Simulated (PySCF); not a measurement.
Run record for `C[N](C)[Ge@@H]([CH3])[NH2]`: PBE0/def2-SVPD, full TDDFT, 3 singlets.

Method: TDDFT PBE0/def2-SVPD, vertical, gas phase, core orbitals frozen in the response (PySCF 2.14.0, density-fitted response routines). Geometry: GFN2-xTB. A driver script takes a list of jobs; this job's settings line and coordinates (Å) are shown.

Command:
```bash
OMP_NUM_THREADS=1 python probes_run.py task.json out
```

Input:
```
{"job": {"kind": "uv", "xc": "PBE0", "basis": "def2-SVPD", "nstates": 3, "ntriplets": 0, "tda": false}, "charge": 0, "multiplicity": 1}
C     -1.852374    -1.003971    -0.120939
N     -0.832449    -0.024032     0.185704
C     -1.405147     1.288450     0.385964
Ge     0.829813    -0.210878    -0.572857
C      2.027033     1.159370     0.224813
N      1.251747    -1.942139    -0.190857
H     -2.439303    -0.731602    -1.007693
H     -1.377777    -1.966301    -0.297045
H     -2.540114    -1.094619     0.725208
H     -2.100214     1.258834     1.230842
H     -0.615600     2.001715     0.612216
H     -1.958823     1.644998    -0.492908
H      0.888768    -0.171973    -2.099248
H      1.827974     2.151727    -0.165438
H      3.064091     0.918788     0.006671
H      1.901652     1.182145     1.304373
H      2.148940    -2.262076    -0.526094
H      1.173022    -2.192119     0.785631
```

**Question.** What does the run print?

**Answer.** 
```
coarse grid: 62864 points
cycle   1  E = -2307.0310592345  dE = -2.960e-01  |g| = 6.463e-01  |ddm| = 5.466e+00
cycle   2  E = -2306.9683939101  dE =  6.267e-02  |g| = 8.565e-01  |ddm| = 2.319e+00
cycle   3  E = -2307.1116543712  dE = -1.433e-01  |g| = 9.147e-02  |ddm| = 1.257e+00
cycle   4  E = -2307.1133402475  dE = -1.686e-03  |g| = 3.056e-02  |ddm| = 1.349e-01
cycle   5  E = -2307.1135348438  dE = -1.946e-04  |g| = 6.814e-03  |ddm| = 4.442e-02
cycle   6  E = -2307.1135445928  dE = -9.749e-06  |g| = 2.894e-03  |ddm| = 1.229e-02
final grid: 133112 points
cycle   7  E = -2307.1135952385  dE =  2.763e-06  |g| = 4.609e-03  |ddm| = 1.392e-02
cycle   8  E = -2307.1135871991  dE =  8.039e-06  |g| = 7.545e-03  |ddm| = 1.504e-02
cycle   9  E = -2307.1136000519  dE = -1.285e-05  |g| = 2.734e-04  |ddm| = 9.303e-03
cycle  10  E = -2307.1136000669  dE = -1.504e-08  |g| = 4.195e-05  |ddm| = 3.689e-04
cycle  11  E = -2307.1136000673  dE = -3.802e-10  |g| = 1.105e-05  |ddm| = 6.577e-05
converged SCF energy = -2307.1136000673

Static polarisability (au): isotropic 85.679, principal 74.151 88.226 94.662

Singlet excitations
state   eV       nm        f      main configurations
  1   5.6104    221.0   0.00632   H->L 0.69, H->L+1 0.26
  2   5.8360    212.4   0.05263   H->L+1 0.69, H->L 0.28
  3   6.1660    201.1   0.01435   H->L+2 0.93
```

The SCF starts on a coarse grid where the log names one; the energy can jump when the final grid takes over, and dE then counts from the start density on the new grid. H and L stand for HOMO and LUMO; the number after each pair is its weight.

**Question.** Which computed singlet has the largest oscillator strength, and what do all of them sum to?

**Answer.** State 2 at 5.84 eV (212 nm), f = 0.053; the 3 states sum to 0.073.

**Question.** How does the lowest singlet excitation compare with the HOMO–LUMO gap?

**Answer.** HOMO -6.06 eV and LUMO 0.55 eV give a gap of 6.61 eV; S1 at 5.61 eV lies 1.00 eV below it.

In short: SCF converged in 11 cycles with 234 basis and 924 fitting functions; HOMO -6.06 eV, LUMO 0.55 eV; lowest singlet 5.61 eV; mean polarisability 85.7 au.

 Relativistic effects, spin–orbit coupling among them, are left out although an element past zinc is present.

**Question.** Estimate the wall time. Hardware: an Intel Xeon Platinum 8488C with one thread, no GPU, shared host with 192 logical CPUs at a one-minute load of 50. And the peak memory of the process?

**Answer.** About 37 s, with 0.90 GiB resident at the peak, the Python interpreter and its libraries included.

Shape of the structure used: `[CH3:1][N:2]([CH3:3])[Ge@@H:4]([CH3:5])[NH2:6]`: C1–N2–Ge4–C5 -173°, H–N6–Ge4–N2 180°, H–N6–Ge4–N2 -53°.

One conformer stands for the species.
